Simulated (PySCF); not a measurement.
# Atomic charges by several schemes

Species: C8H6N3 (charge -1).
Geometry (GFN2-xTB, Å), atoms numbered from 1 in this order:
```xyz
17
C8H6N3 angstrom
C      2.9698    0.4023   -0.3184
C      1.8976   -0.3853   -0.3782
C      0.5245   -0.0313   -0.0848
C      0.0986    1.2290    0.3147
C     -1.2418    1.5150    0.5844
C     -2.2309    0.5603    0.4720
C     -1.8519   -0.7171    0.0738
N     -2.5409   -1.8636   -0.1357
N     -1.6659   -2.7661   -0.5057
N     -0.4298   -2.3148   -0.5627
C     -0.4744   -1.0155   -0.2056
H      2.9149    1.4396   -0.0290
H      3.9559    0.0359   -0.5596
H      2.0157   -1.4206   -0.6757
H      0.8237    2.0266    0.4239
H     -1.5054    2.5225    0.8920
H     -3.2667    0.7951    0.6847
```

Density: PBE0/pcSseg-1 (PySCF); schemes: Mulliken, IAO, Hirshfeld and ESP-fitted. The structure is a single GFN2-xTB conformer in the gas phase; no vibrational or solvent corrections. The pcSseg-1 basis has no diffuse functions, a weakness for an anion.

Q: Tabulate the Mulliken, IAO, Hirshfeld and ESP-fitted charges.

A: In e:

```json
{"atom": "C1", "environment": "terminal =CH2 carbon", "Mulliken": "-0.151", "IAO": "-0.364", "Hirshfeld": "-0.145", "ESP-fitted": "-0.649"}
{"atom": "C2", "environment": "alkene CH carbon", "Mulliken": "-0.069", "IAO": "-0.119", "Hirshfeld": "-0.047", "ESP-fitted": "+0.379"}
{"atom": "C3", "environment": "substituted aromatic carbon", "Mulliken": "-0.287", "IAO": "-0.039", "Hirshfeld": "-0.031", "ESP-fitted": "-0.786"}
{"atom": "C4", "environment": "aromatic CH carbon", "Mulliken": "-0.074", "IAO": "-0.190", "Hirshfeld": "-0.090", "ESP-fitted": "+0.058"}
{"atom": "C5", "environment": "aromatic CH carbon", "Mulliken": "-0.089", "IAO": "-0.197", "Hirshfeld": "-0.098", "ESP-fitted": "-0.305"}
{"atom": "C6", "environment": "aromatic CH carbon", "Mulliken": "-0.053", "IAO": "-0.178", "Hirshfeld": "-0.081", "ESP-fitted": "-0.507"}
{"atom": "C7", "environment": "ring-fusion aromatic carbon", "Mulliken": "+0.064", "IAO": "+0.025", "Hirshfeld": "-0.025", "ESP-fitted": "+0.468"}
{"atom": "N8", "environment": "two-coordinate ring nitrogen", "Mulliken": "-0.368", "IAO": "-0.314", "Hirshfeld": "-0.242", "ESP-fitted": "-0.592"}
{"atom": "N9", "environment": "ring nitrogen", "Mulliken": "-0.122", "IAO": "-0.117", "Hirshfeld": "-0.149", "ESP-fitted": "-0.115"}
{"atom": "N10", "environment": "ring nitrogen", "Mulliken": "-0.379", "IAO": "-0.325", "Hirshfeld": "-0.233", "ESP-fitted": "-0.621"}
{"atom": "C11", "environment": "ring-fusion aromatic carbon", "Mulliken": "+0.141", "IAO": "+0.028", "Hirshfeld": "-0.017", "ESP-fitted": "+0.841"}
{"atom": "H12", "environment": "vinylic hydrogen", "Mulliken": "+0.092", "IAO": "+0.125", "Hirshfeld": "+0.024", "ESP-fitted": "+0.212"}
{"atom": "H13", "environment": "vinylic hydrogen", "Mulliken": "+0.086", "IAO": "+0.130", "Hirshfeld": "+0.023", "ESP-fitted": "+0.166"}
{"atom": "H14", "environment": "vinylic hydrogen", "Mulliken": "+0.077", "IAO": "+0.159", "Hirshfeld": "+0.036", "ESP-fitted": "+0.006"}
{"atom": "H15", "environment": "aromatic hydrogen", "Mulliken": "+0.042", "IAO": "+0.121", "Hirshfeld": "+0.024", "ESP-fitted": "+0.086"}
{"atom": "H16", "environment": "aromatic hydrogen", "Mulliken": "+0.043", "IAO": "+0.121", "Hirshfeld": "+0.020", "ESP-fitted": "+0.154"}
{"atom": "H17", "environment": "aromatic hydrogen", "Mulliken": "+0.046", "IAO": "+0.134", "Hirshfeld": "+0.029", "ESP-fitted": "+0.208"}
```

Mean size of the charges over all atoms: ESP-fitted 0.362 e, IAO 0.158 e, Mulliken 0.128 e, Hirshfeld 0.077 e. Each set sums to the total charge, -1, to within 0.001 e. The Hirshfeld scheme divides the density at each point in proportion to the densities of the neutral, spherically averaged free atoms.

Lowest charge. The schemes don't all agree: Mulliken N10 (-0.379); IAO C1 (-0.364); Hirshfeld N8 (-0.242); ESP-fitted C3 (-0.786).

Highest charge. The schemes don't all agree: Mulliken C11 (+0.141); IAO H14 (+0.159); Hirshfeld H14 (+0.036); ESP-fitted C11 (+0.841).

Q: How many electrons does the IAO scheme count on C11?

A: Z − q = 6 − (+0.028) = 5.972.

Q: How closely do the schemes follow one another over all atoms?

A: Correlation coefficient and root-mean-square difference: IAO with Hirshfeld 0.93, 0.100 e; Mulliken with Hirshfeld 0.85, 0.094 e; Mulliken with ESP-fitted 0.82, 0.325 e; Mulliken with IAO 0.79, 0.108 e; IAO with ESP-fitted 0.65, 0.354 e; Hirshfeld with ESP-fitted 0.62, 0.392 e.

Q: Sum the charges by element.

A: 
| element | atoms | Mulliken | IAO | Hirshfeld | ESP-fitted |
| --- | --- | --- | --- | --- | --- |
| C | 8 | -0.517 | -1.034 | -0.533 | -0.503 |
| N | 3 | -0.869 | -0.756 | -0.624 | -1.329 |
| H | 6 | +0.386 | +0.789 | +0.156 | +0.831 |
